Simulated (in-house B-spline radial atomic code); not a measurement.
Results of a calculation; reference values are marked as such.
## Correlation energy from the adiabatic connection: −Z/r, Z = 3.24, wall at 2.18 bohr

Two electrons in a singlet, external potential −Z/r, Z = 3.24, wall at 2.18 bohr (atomic units). Full CI in B-splines (partial waves to l = 8, correlation up to 0.6 % small) with the density held fixed gives W(λ) = <V_ee>_λ − U, and E_c is the integral of W(λ) − W(0) from 0 to 1.

| λ | W(λ) − W(0) (hartree) |
| --- | --- |
| 0 | 0.00000 |
| 0.02 | -0.00188 |
| 0.05 | -0.00468 |
| 0.12 | -0.01114 |
| 0.25 | -0.02283 |
| 0.4 | -0.03587 |
| 0.6 | -0.05254 |
| 0.8 | -0.06843 |
| 1 | -0.08360 |

(1) Integrate the table by the trapezoid rule.

(2) Now use only three numbers: W(0) = -1.8159, the initial slope W'(0) = -0.09426 (extrapolated from the first points) and the strong-coupling limit of the point-charge-plus-continuum model, W∞ = -2.5513. What do second-order theory and the interpolation W(λ) = W∞ + (W(0) − W∞)/√(1 + 2χλ) of Seidl, Perdew and Levy give?

Answers

(1) The strips give -0.00002, -0.00010, -0.00055, -0.00221, -0.00440, -0.00884, -0.01210, -0.01520, which sum to -0.04342 hartree. The direct value, W(1) − W(0) + T_c with T_c = 0.04013, is -0.04347; the curve is convex, so chords lie above it and the trapezoids fall short in size by 0.11 %.

(2) Second order keeps the slope alone: E_c = W'(0)/2 = -0.04713, +8 % in size against -0.04347. Matching the slope fixes χ = W'(0)/(W∞ − W(0)) = -0.09426/(-0.73540) = 0.12818. Integrating, with s = √(1 + 2χ) = 1.120870, E_c = −(W(0) − W∞)(s − 1)/(s + 1) = −0.73540 × 0.120870/2.120870 = -0.04191 hartree, -3.6 % in size against the full result. At λ = 1 the formula gives W − W(0) = -0.07930 against -0.08360. Part of the miss can come from the model's W∞.
